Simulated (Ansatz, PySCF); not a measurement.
C₃H₉ClOSi, SMILES C(OC)[Si@H](C)Cl. Atoms are numbered in the order given.

```xyz
15

C      2.8358    -1.0595    -0.4625
O      1.4649    -0.7619    -0.4605
C      0.9550    -0.4250     0.8097
Si    -0.8764     0.0067     0.6066
C     -1.7273    -1.2912    -0.4319
Cl    -1.0277     1.8613    -0.3447
H      3.4440    -0.1985    -0.1191
H      3.1260    -1.3075    -1.4939
H      3.0703    -1.9245     0.1912
H      1.5050     0.4278     1.2609
H      1.0545    -1.2725     1.5256
H     -1.4878     0.1543     1.9572
H     -2.7624    -1.0068    -0.6738
H     -1.1632    -1.4252    -1.3674
H     -1.7431    -2.2553     0.1030
```
Charge 0, spin multiplicity 1.

The structure is a stationary point at B3LYP-D3(BJ)/def2-SVP. The structure was generated by enumeration; whether it is a known compound was not checked. One conformer was computed; it need not be the lowest.

Two levels are set side by side: PBE-D3(BJ)/def2-SVP (Ansatz, a first-principles code) and B3LYP-D3(BJ)/def2-SVP (Ansatz). Each level has its own optimised geometry; the coordinates shown are those of the second. Frequencies come from the Hessian of PySCF at each geometry. Differences are taken from unrounded values.

```
quantity                            B3LYP-D3(BJ)  PBE-D3(BJ)  PBE-D3(BJ) minus B3LYP-D3(BJ)
----------------------------------  ------------  ----------  -----------------------------
mean bond length (Å)                       1.357       1.365                          0.008
bond C1–O2 (Å)                             1.403       1.408                          0.005
bond O2–C3 (Å)                             1.410       1.413                          0.004
bond C3–Si4 (Å)                            1.893       1.901                          0.008
bond Si4–C5 (Å)                            1.867       1.873                          0.006
bond Si4–Cl6 (Å)                           2.090       2.094                          0.004
bond C1–H7 (Å)                             1.109       1.118                          0.009
bond C1–H8 (Å)                             1.100       1.108                          0.008
bond C1–H9 (Å)                             1.109       1.118                          0.009
bond C3–H10 (Å)                            1.111       1.120                          0.009
bond C3–H11 (Å)                            1.114       1.123                          0.010
bond Si4–H12 (Å)                           1.490       1.504                          0.014
bond C5–H13 (Å)                            1.100       1.107                          0.007
bond C5–H14 (Å)                            1.101       1.108                          0.007
bond C5–H15 (Å)                            1.103       1.110                          0.007
highest harmonic wavenumber (cm⁻¹)          3145        3098                            -47
mean harmonic wavenumber (cm⁻¹)             1316        1279                            -37
zero-point energy (kcal/mol)               73.35       71.31                          -2.04
```

GGA bonds tend to be longer and softer than those of functionals with exact exchange. Differences between two approximate levels are no errors against the true value.
